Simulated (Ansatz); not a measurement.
```yaml
crystal:
  periodic: [false, false, false]
  atoms:
    - {symbol: Br, position_ang: [-1.283816, -1.575140, 0.986744]}
    - {symbol: Si, position_ang: [-1.016715, 0.138772, -0.674268]}
    - {symbol: Al, position_ang: [0.672296, 0.013122, 1.228091]}
    - {symbol: Al, position_ang: [1.275594, -0.137816, -1.186441]}
    - {symbol: H, position_ang: [-2.465756, 0.437960, -0.906383]}
    - {symbol: H, position_ang: [0.824791, 0.321806, 2.774415]}
    - {symbol: H, position_ang: [2.054807, 0.733297, -2.267857]}
basis:
  gaussian: {orbitals: x2c-TZVPPall}
magnetization: {spin_polarized: true, initial_magnetization: 4}
hamiltonian: {xc: {name: B97M-V}}
```

```sh
$ ansatz run in.yaml --threads 2 --pin off --events-out ev --progress --plain --max-ram 4352MiB
```

Shortened log:

```
Functional definition: B97M-V
1391 factors; their error is unknown
mean field evaluation 1: about -92053.2726 eV, gradient 1.6e1 eV
mean field evaluation 2: about -92047.2165 eV, gradient 3.0e1 eV
mean field evaluation 4: about -92055.5331 eV, gradient 3.3e0 eV
mean field evaluation 8: about -92055.6185 eV, gradient 2.0e-1 eV
mean field evaluation 16: about -92055.5913 eV, gradient 1.2e-3 eV
mean field -92055.59127495 eV, -3382.9805818334 hartree, gradient 2.1e-5 eV, S^2 6.009188; 6 other end points of the search recorded, 0 dependent functions left out
reference -92055.59134608 eV, -3382.9805844475 hartree; 41, 37 occupied and 175, 179 virtual orbitals, 1391 factors
Total energy: -92055.59134608 eV, -3382.9805844475 hartree
Relativity: scalar
```

**Question.** Something in this input is off. What?

**Answer.** The spin is set far too high for this molecule. The run converged. The result belongs to that input, not to the molecule as meant.
